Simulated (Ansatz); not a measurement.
`N[SiH2]C[SiH3]` + H₂ → `N[SiH3]` + `C[SiH3]` at 298.15 K and 1 bar (hydrogenolysis of the Si–C bond).

Computed with Ansatz on PBE0-D4/def2-TZVP structures; ΔE is electronic, products minus reactants. CBS: MP2 limit from def2 TZ/QZ plus the TZ coupled-cluster correction, frozen cores. This one scheme is used for every species. Each species was taken in one conformer, which may not be the lowest.

```json
{"species": "`N[SiH2]C[SiH3]`", "CCSD(T)/CBS energy (Eh)": "-676.36397", "H − E (kJ/mol)": "272.4", "S (J/(mol·K))": "363.9"}
{"species": "H₂", "CCSD(T)/CBS energy (Eh)": "-1.17544", "H − E (kJ/mol)": "35.1", "S (J/(mol·K))": "130.4"}
{"species": "`N[SiH3]`", "CCSD(T)/CBS energy (Eh)": "-346.80422", "H − E (kJ/mol)": "145.7", "S (J/(mol·K))": "264.3"}
{"species": "`C[SiH3]`", "CCSD(T)/CBS energy (Eh)": "-330.73916", "H − E (kJ/mol)": "173.3", "S (J/(mol·K))": "255.5"}
```

H − E and S are ideal-gas, rigid-rotor, harmonic terms from PBE0-D4/def2-TZVP, for one conformer and one mirror image of each species. For small species the MP2-based limit differs from directly extrapolated CCSD(T) by up to some mEh (0.8 for H₂); such offsets cancel only in part. 1 Eh = 2625.50 kJ/mol, R = 8.31446 J/(mol·K).

Question: By hand: ΔE, ΔH, ΔS and ΔG.

Answer: ΔE = (-346.80422) + (-330.73916) − (-676.36397) − (-1.17544) = -0.00397 Eh = -10.4 kJ/mol. Δ(H − E) = 145.7 + 173.3 − 272.4 − 35.1 = 11.5, so ΔH = 1.1 kJ/mol. ΔS = 264.3 + 255.5 − 363.9 − 130.4 = 25.5 J/(mol·K). ΔG = 1.1 − 298.15 × (25.5)/1000 = -6.5 kJ/mol.

Question: By hand: the equilibrium constant, and the temperature at which ΔG would vanish if ΔH and ΔS stayed fixed.

Answer: log₁₀ K = −ΔG/(RT ln 10) = 1.1. ΔG = 0 at ΔH/ΔS = 43 K, though so small a ΔH makes that figure unsure.

TΔS isn't small against ΔH here. A doubt of 5 kJ/mol in ΔE shifts log₁₀ K by 0.9 here. Other conformers and mirror images would add mixing entropy, several J/(mol·K) or more a flexible species. Modes under 60 cm⁻¹, often nearly free rotors, make the harmonic entropy too high. These are equilibria of isolated gas molecules and say nothing of rates. Largest T1 diagnostic: 0.010 (customary marks: 0.02 for closed shells, 0.045 for open ones).
